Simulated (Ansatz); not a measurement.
Reaction (formal exchange of groups at a B–C bond): `C[BH][GeH2][Cl]` + SiH₄ → `[SiH3][BH][GeH2][Cl]` + CH₄

Gas-phase electronic energies from Ansatz, PBE0-D4/def2-TZVP geometries. CBS: MP2 limit from def2 TZ/QZ plus the TZ coupled-cluster correction, frozen cores. This one scheme is used for every species. For Ge outer-core shells are correlated without core-valence functions, which leaves a few kJ/mol of doubt a bond. Scalar relativity is left out up to krypton. One conformer a species, not always the lowest.

| species | HF/def2-TZVPP energy (Eh) |
| --- | --- |
| `C[BH][GeH2][Cl]` | -2600.97905 |
| SiH₄ | -291.25838 |
| `[SiH3][BH][GeH2][Cl]` | -2852.01354 |
| CH₄ | -40.21433 |

**Question.** Work out ΔE.

**Answer.** ΔE = (-2852.01354) + (-40.21433) − (-2600.97905) − (-291.25838) = 0.00956 Eh = +25.1 kJ/mol. CCSD(T)/CBS gives +20.2 kJ/mol.

Largest T1 diagnostic among the species: 0.012.
